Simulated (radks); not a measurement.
Q: These are the eigenvalues of the occupied orbitals of an atom or ion with whole-number occupations (hartree). Method: Dirac Kohn-Sham, PBE, spin-unpolarised, spherical densities, point nucleus; computed with a radial shooting solver on a logarithmic mesh with Libxc functionals.

1s1/2: -263.7795
2s1/2: -36.93155
2p1/2: -32.77604
2p3/2: -32.31761
3s1/2: -9.41271
3p1/2: -8.14883
3p3/2: -8.07582

Which element is it, and in what charge state? The configuration may be excited. Open shells, if any, fill j = l - 1/2 first.

A: Z = 26, iron, charge +8: Fe8+ in [Ar]. The list shows which subshells hold electrons but not how many an open one holds; the 1s level, -263.78 hartree, gives Z - s = 23.0 by -(Z - s)^2/2, which with screening and relativity narrows Z to a few neighbours, and the depths of the outer levels then fix element, charge and occupations together.
